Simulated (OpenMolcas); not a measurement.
## Computed levels of Al III

```
Program             : OpenMolcas 26.06
Method              : SS-CASPT2, IPEA 0.25 Eh, imaginary shift 0.1 Eh (closed shells correlated: 2s 2p)
Basis               : ANO-RCC-VQZP [6s5p3d2f1g]
Scalar Hamiltonian  : DKH2, point nucleus
Active space        : 1 electron in 4 orbitals (3s 3p)
State averaging     : 2S+1 = 2 even, 1 root; 2S+1 = 2 odd, 3 roots
Spin-orbit coupling : state interaction with AMFI integrals over the reference wave functions, term energies averaged over their components
```

With spin-orbit coupling, above the lowest level:

| Configuration | Term | J | E (cm⁻¹) | Measured (cm⁻¹) | Term weight % |
| --- | --- | --- | --- | --- | --- |
| 3s | ²S | 1/2 | 0.0 | 0.0 | 100 |
| 3p | ²P° | 1/2 | 53589 | 53683 | 100 |
| 3p | ²P° | 3/2 | 53780 | 53917 | 100 |

Against the 2 measured excited levels shown (NIST levels in Kelleher and Podobedova, J. Phys. Chem. Ref. Data 37, 709 (2008)) the mean absolute deviation is 120 cm-1; the largest miss in energy is 3p ²P°_3/2: computed 53780, measured 53917 cm⁻¹ (-0.3 %).

With one active electron, CASPT2 adds the correlation within the correlated inactive shells and between them and that electron, and leaves the splitting within a term as the reference gives it. Measured partners are found by configuration, term and J. A level has none where our copy of the source lacks it or the pairing is in doubt (some pairs that miss far off the trend of their configuration count as doubtful), and it then counts in no deviation. Only configurations of the active space appear.

The term weight is that of the spin-free term in the level, not the purity of its configuration. ° marks odd parity.
